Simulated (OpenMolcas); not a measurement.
Co2+: effect of the active space

```json
{"Program": "OpenMolcas 26.06", "Method": "CASSCF or its RAS form", "Basis": "ANO-RCC-VQZP", "Scalar Hamiltonian": "DKH2, point nucleus", "Spin-orbit coupling": "RASSI with atomic mean-field integrals over the reference wave functions, term energies averaged over their components"}
```

A. 7 electrons in 5 orbitals (3d); 2S+1 = 4 even, 10 roots; 2S+1 = 2 even, 40 roots; cost roughly 13 core-seconds
B. 7 electrons in 6 orbitals (3d 4s); 2S+1 = 4 even, 50 roots; 2S+1 = 6 even, 5 roots kept (CI in the orbitals of an earlier block); 2S+1 = 2 even, 110 roots kept (CI in the orbitals of an earlier block); cost about 80 core-seconds
C. 13 electrons in 8 orbitals (RAS1 3p, at most 2 holes; RAS2 3d); 2S+1 = 4 even, 10 roots; 2S+1 = 2 even, 40 roots; cost of the order of 27 core-seconds
D. 7 electrons in 10 orbitals (3d 4d); 2S+1 = 4 even, 10 roots; 2S+1 = 2 even, 40 roots; cost of the order of 2.3 core-minutes

Energies in cm-1 above 3d7 4F 9/2, the measured ground level; measured values from Sugar and Corliss, J. Phys. Chem. Ref. Data 10, 1097 (1981).

```tsv
Level	A	B	C	D	Measured
3d7 4F 9/2	0.0	0.0	0.0	0.0	0.0
3d7 4F 7/2	821	883	826	800	841
3d7 4F 5/2	1429	1537	1433	1389	1451
3d7 4F 3/2	1849	1987	1850	1794	1867
3d7 4P 5/2	19399	20482	17636	18244	15202
3d7 2G 9/2	19416	20602	19215	19011	16978
3d7 4P 3/2	19691	20797	17894	18526	15428
3d7 4P 1/2	20066	21200	18288	18881	15811
3d7 2G 7/2	20197	21448	19978	19784	17766
3d7 2P 3/2	25659	27236	22862	24987	20195
3d7 2H 11/2	25785	27365	26919	24976	22720
3d7 2P 1/2	26470	28117	23731	25860	
3d7 2H 9/2	26472	28109	27590	25646	23434
3d7 2D 5/2(1)	27933	29665	24660	27078	23059
3d7 2D 3/2(1)	29134	30966	26000	28329	24237
3d7 2F 5/2	44592	47343	42910	42952	37021
3d7 2F 7/2	44933	47713	43253	43312	37316
3d7 2D 3/2(2)	69608	73956	63771	66615	
3d7 2D 5/2(2)	70000	74380	64268	67106
```

Deviations, from unrounded energies. A percentage is the sum of absolute deviations over the sum of measured energies, with the sign that they share, or ± where signs differ.

```csv
Against measurement,Levels,A,B,C,D
mean absolute deviation (cm-1),15,3600,4900,2500,2800
fine structure of the ground term (%),3,-1.4,+6.0,-1.2,-4.3
other terms of the ground configuration (%),12,+20.1,+27.4,+14.1,+15.8
```

C lies closest to measurement on these levels and B furthest from it. The largest miss of C in the table is 3d7 2F 7/2, by +5900 cm-1. The ranking rests on the paired levels alone, and a cruder setting can come out closer through cancelling errors.

Among A to D the level of the table that moves most is 3d7 2D 3/2(2), by 10000 cm-1 (lowest in C, highest in B).

Without dynamic correlation excited terms often stand tens of per cent too high (terms of higher spin than the ground term too low), and those without a measured partner can miss by more than the paired ones. Some levels mix across a computed gap that differs much from the measured one, so their mixing is not that of the real levels (holds for B; D). Terms from blocks run as CI alone lack orbitals of their own (holds for B). Active for correlation alone: 3p; no level in the range computed is led by a configuration that opens it, so any true level of that kind is missing (holds for C). Active for correlation alone: 4d; no level in the range computed is led by a configuration that fills it, so any true level of that kind is missing (holds for D). Computed and measured levels are paired by configuration, term and J; levels that our copy of the source lacks, or whose pairing is in doubt (as where it misses far off the trend of its configuration), stay unpaired and out of the deviations. Levels of configurations outside the active space are missing. The table leaves out levels that lie high or whose names do not pair safely across all columns.

A number in round brackets counts repeated terms of one configuration in the order of the reference energies.
